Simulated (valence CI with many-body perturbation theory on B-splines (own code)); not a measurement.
Values are calculated unless marked as measured or tabulated.
## Level structure of Ir LVII

Level of theory: configuration interaction combined with many-body perturbation theory (CI+MBPT): three valence electrons over a frozen Dirac-Fock core [Ar], a basis of 7 s, 7 p, 8 d, 6 f, 4 g, 1 h functions for each j, with the one-electron correlation potential Σ1, the two-electron term Σ2, the three-electron term Σ3, Breit, model QED; selected CI, second order for the rest, scaled by the run's own slope (own B-spline code, finite nucleus).

The last digits are not significant, and no measured levels were compared; by estimate large intervals hold to a few tenths of a per cent, small ones and those within an open d or f shell to about a per cent. The list stops below the first excitations out of the core. Only levels of the ground parity were solved; by the run's estimate the other parity begins above the list, which can be wrong where configurations are misplaced.

Levels 1 to 16 of 16, with energies above the lowest level, (3d3/2^3) J=3/2. "Leading %" is the weight of the configuration and term that name the level; weights of strongly mixed levels are sums over their largest components and can fall short, so below about 35 % the name and the second component can differ from the true leading terms, or belong to a minority configuration. In the jj column 3d3/2^4 stands for four electrons in 3d with j = 3/2.

| No. | Configuration | Term | J | E (cm⁻¹) | Leading % | g | Second component | Leading jj |
| --- | --- | --- | --- | --- | --- | --- | --- | --- |
| 1 | 3d3 | 4F | 3/2 | 0 | 42 | 0.728 | 41 % 3d3 2D | 3d3/2^3 (99 %) |
| 2 | 3d3 | 4F | 5/2 | 649250 | 81 | 1.052 | 17 % 3d3 2D | 3d3/2^2 3d5/2 (99 %) |
| 3 | 3d3 | 4P | 3/2 | 701970 | 38 | 1.160 | 33 % 3d3 4F | 3d3/2^2 3d5/2 (99 %) |
| 4 | 3d3 | 2H | 9/2 | 732130 | 47 | 1.027 | 41 % 3d3 2G | 3d3/2^2 3d5/2 (100 %) |
| 5 | 3d3 | 2G | 7/2 | 735130 | 50 | 1.031 | 30 % 3d3 4F | 3d3/2^2 3d5/2 (98 %) |
| 6 | 3d3 | 4P | 1/2 | 747790 | 57 | 1.791 | 43 % 3d3 2P | 3d3/2^2 3d5/2 (100 %) |
| 7 | 3d3 | 2D | 5/2 | 950230 | 46 | 1.223 | 30 % 3d3 4P | 3d3/2^2 3d5/2 (97 %) |
| 8 | 3d3 | 4F | 7/2 | 1371300 | 68 | 1.120 | 30 % 3d3 2G | 3d3/2 3d5/2^2 (99 %) |
| 9 | 3d3 | 4F | 9/2 | 1410800 | 50 | 1.126 | 41 % 3d3 2H | 3d3/2 3d5/2^2 (99 %) |
| 10 | 3d3 | 4P | 3/2 | 1456200 | 40 | 1.099 | 37 % 3d3 2D | 3d3/2 3d5/2^2 (100 %) |
| 11 | 3d3 | 2P | 1/2 | 1481300 | 57 | 1.521 | 43 % 3d3 4P | 3d3/2 3d5/2^2 (100 %) |
| 12 | 3d3 | 2H | 11/2 | 1490400 | 100 | 1.078 |  | 3d3/2 3d5/2^2 (100 %) |
| 13 | 3d3 | 4P | 5/2 | 1492300 | 40 | 1.299 | 39 % 3d3 2D | 3d3/2 3d5/2^2 (97 %) |
| 14 | 3d3 | 2F | 5/2 | 1570600 | 45 | 1.086 | 39 % 3d3 2D | 3d3/2 3d5/2^2 (99 %) |
| 15 | 3d3 | 2F | 7/2 | 1571400 | 78 | 1.080 | 20 % 3d3 2G | 3d3/2 3d5/2^2 (99 %) |
| 16 | 3d3 | 2D | 3/2 | 1747000 | 81 | 0.871 | 15 % 3d3 2P | 3d3/2 3d5/2^2 (98 %) |

The ionisation energy to 3d2 3F_2 of the next ion comes out as 5609.7 eV (NIST: 5609 ± 5 eV (theoretical)). All 16 levels together are meant to be complete up to 1973700 cm⁻¹.
